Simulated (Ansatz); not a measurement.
BaSe₂⁻, relaxed as a doublet with UKS PBE-D4/def2-TZVPD in Ansatz, starting from the GFN1-xTB geometry. Force threshold 0.02 eV/Å.

In the def2 sets Ba takes a core potential; there is no spin–orbit coupling. The relaxation made no stability test and no search for a lower SCF solution. The structure comes from a short search, and lower isomers may exist.

Start:

```xyz
3

Ba   -0.428   -0.455   -0.709
Se   -1.393    1.971    0.206
Se    1.821   -1.516    0.503
```

```csv
step,energy (eV),largest force component (eV/Å),SCF passes
1,-131377.6288,0.750,18
2,-131377.7659,0.297,32
3,-131377.8465,0.320,36
4,-131377.9051,0.157,31
5,-131377.9328,0.066,29
6,-131377.9412,0.015,25
7,-131377.9423,0.013,26
8,-131377.9425,0.004,21
```

Force components are those of the run's own axes.

End:

Cartesian coordinates in Å:
```
Ba -0.001 -0.002 -0.002
Se -1.929 2.095 -0.177
Se 1.931 -2.093 0.180
```

By distances, no bond broke or formed. The bond that changes most is Ba1–Se3, from 2.77 to 2.85 Å (atoms count from 1).

The force fell under the threshold at step 6, but the optimiser went on. No frequencies were taken in this run, so the end may be a saddle point.

Run time 30 s (4 threads of Arm Neoverse N1 on a shared host).
